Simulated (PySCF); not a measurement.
Vertical excitations of a molecule CH₈FNSi₂ from TDA-LC-ωPBE/def2-SVPD (PySCF), as energy in eV (oscillator strength): 7.28 (0.007), 8.28 (0.016), 8.47 (0.011), 8.74 (0.097), 8.88 (0.088), 9.05 (0.007), 9.24 (0.116), 9.25 (0.037), 9.48 (0.021), 9.54 (0.084). Lowest triplet (TDA): 6.82 eV. Coordinates come from a PBE0-D3(BJ)/def2-SVP optimisation. The values are those of a single conformer.

Problem. Which molecule gave these data?
(A) CN[Si@H](F)[SiH3]
(B) FC[SiH2]N[SiH3]
(C) C[Si@@H](F)N[SiH3]
(D) C[Si@@](N)(F)[SiH3]

Solution. C, C[Si@@H](F)N[SiH3]
